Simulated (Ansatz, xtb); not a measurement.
# Two isomers of ClHNOSi

We compare a, `[N]=[Si](O)Cl`, a doublet, with b, `Cl[Si@H]1[N]O1`, a doublet. Both are isolated molecules in the gas phase, relaxed with PBE0-D3(BJ)/def2-SVP; the shapes shown needn't be the lowest conformers.

a (Å):

```yaml
atoms:
  - { symbol: Cl, position_ang: [1.2802, -1.0589, -1.3770] }
  - { symbol: N, position_ang: [0.1124, -1.8983, 1.5299] }
  - { symbol: O, position_ang: [-0.2926, 0.7802, 0.4444] }
  - { symbol: Si, position_ang: [0.2834, -0.7455, 0.3781] }
  - { symbol: H, position_ang: [-0.1327, 1.3771, -0.2943] }
```

b (Å):

```xyz
5

Cl   -0.1322   -0.0641    2.8428
N    -2.4691    2.2298    2.5583
O    -1.3806    2.6504    1.7544
Si   -1.5327    0.9675    1.7995
H    -1.9059    0.2874    0.5513
```

**Question.** Which of the two would you expect CCSD(T)/def2-SVP electronic energies to favour?

**Answer.** Structure a; the calculation gives E(b) − E(a) = +85.8 kJ/mol.

Level by level:

| level | geometry | E(b) − E(a) (kJ/mol) | departure from the last row (kJ/mol) | job, with rough time for the two |
| --- | --- | --- | --- | --- |
| GFN2-xTB | GFN2-xTB | +122.7 | +36.9 | optimisation, 0.45 s |
| HF/STO-3G | GFN2-xTB | −46.4 | −132.2 | single point, 1.7 s |
| r2SCAN-D4/def2-SVP | GFN2-xTB | +85.5 | −0.3 | single point, 13 s |
| PBE0-D3(BJ)/def2-SVP | PBE0-D3(BJ)/def2-SVP | +74.8 | −11.0 | optimisation, 2.7 min |
| HF/def2-SVP | PBE0-D3(BJ)/def2-SVP | +127.4 | +41.7 | part of the CCSD(T) run |
| MP2/def2-SVP | PBE0-D3(BJ)/def2-SVP | +86.4 | +0.6 | part of the CCSD(T) run |
| CCSD(T)/def2-SVP | PBE0-D3(BJ)/def2-SVP | +85.8 |  | single point, 47 s |

As drawn, b has 1 N–Si, 1 N–O, 1 Si–H in place of 1 N=Si, 1 O–H. Structure a has no ring, b a 3-membered ring.

HF/STO-3G puts the two in the other order. The largest departure from CCSD(T)/def2-SVP is that of HF/STO-3G, 132.2 kJ/mol. MP2 in a larger basis moves the difference by +15.5 kJ/mol, a step that isn't added because spin contamination makes open-shell MP2 unreliable in this search.

With harmonic frequencies from PBE0-D3(BJ)/def2-SVP (ideal gas, rigid rotor, one conformer each, 298.15 K, 1 atm): on the last row, ΔE + ΔZPE = +81.0, ΔH = +79.1, ΔG = +83.4 kJ/mol.

Open shells are spin-unrestricted, with notable spin contamination under HF/STO-3G, HF/def2-SVP, MP2/def2-SVP, CCSD(T)/def2-SVP. The correlated steps freeze 12 core orbitals. Mirror images aren't counted in ΔG. Run with Ansatz 0.2.0, xtb 6.7.1; the last row on 1 thread of AMD EPYC (Zen 3) on a shared host.
